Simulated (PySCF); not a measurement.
All of these have the formula C4H9FSSi. Theory: TDDFT PBE0/def2-SVPD, vertical, gas phase, core orbitals frozen in the response in PySCF. Geometries: GFN2-xTB; one conformer of each isolated species. Triplets are in the Tamm–Dancoff approximation.

A. `CC[SiH2][C@@H]1S[C@@H]1F`
B. `F[C@@H]1S[C@@H]1CC[SiH3]`
C. `C[SiH2]C[C@@H]1S[C@@H]1F`

Lowest singlet levels (six at most, fewer where fewer were computed) with oscillator strengths:

1. 5.11 eV (f 0.002); 6.37 eV (f 0.016); 6.57 eV (f 0.053); 6.89 eV (f 0.015); 7.36 eV (f 0.028); 7.40 eV (f 0.028); T1 4.65 eV
2. 4.81 eV (f 0.004); 6.12 eV (f 0.019); 6.27 eV (f 0.043); 6.71 eV (f 0.003); 6.91 eV (f 0.020); 7.15 eV (f 0.013); T1 4.32 eV
3. 5.02 eV (f 0.004); 6.33 eV (f 0.008); 6.47 eV (f 0.053); 6.92 eV (f 0.149); 7.01 eV (f 0.022); 7.13 eV (f 0.028); T1 4.57 eV

Task: Match each spectrum to its molecule.

Result: 1 = B, 2 = A, 3 = C.
- A: S1 at 4.81 eV, HOMO→LUMO (96%); Löwdin shares by element: HOMO sulfur 69%, carbon 18% or more, silicon 4%; LUMO sulfur 49%, carbon 29% or more, silicon 8%; HOMO -6.87 and LUMO -0.35 eV.
- B: S1 at 5.11 eV, HOMO→LUMO (93%); Löwdin shares by element: HOMO sulfur 72%, carbon 16% or more; LUMO sulfur 49%, carbon 28% or more, silicon 4% (atoms not listed hold the other 19%); HOMO -7.04 and LUMO -0.20 eV.
- C: S1 at 5.02 eV, HOMO→LUMO (96%); Löwdin shares by element: HOMO sulfur 71%, carbon 20% or more; LUMO sulfur 49%, carbon 28% or more, silicon 5% (atoms not listed hold the other 17%); HOMO -6.97 and LUMO -0.24 eV.
B and C have S1 within 0.09 eV of each other; their strongest listed levels stand at 6.57 eV (f 0.053) and 6.92 eV (f 0.149).
